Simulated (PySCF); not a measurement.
SMILES CC[Te]S (C₂H₆STe) (CAM-B3LYP/def2-SVP optimised geometry):

```
10

Te    -0.527    -1.978     0.000
C     -0.797     0.177     0.000
C     -0.150     0.889    -1.172
H     -0.418     0.542     0.964
H     -1.892     0.299     0.006
H     -0.575     0.559    -2.131
H      0.933     0.699    -1.197
H     -0.298     1.978    -1.089
S      1.892    -1.978     0.000
H      2.065    -1.922     1.338
```

Level of theory: CAM-B3LYP/def2-TZVP, def2 effective core potentials past Kr (PySCF).

Question: What are the frontier orbital energies and the dipole moment?

Answer: HOMO-2 -9.93 eV, HOMO-1 -8.51 eV, HOMO -7.47 eV, LUMO -0.55 eV, LUMO+1 0.83 eV; dipole moment 1.87 D.

On the same geometry PBE/def2-TZVP, def2 effective core potentials past Kr (PySCF) gives HOMO-2 -7.50 eV, HOMO-1 -6.07 eV, HOMO -5.17 eV, LUMO -2.39 eV, LUMO+1 -0.99 eV; dipole moment 1.80 D.
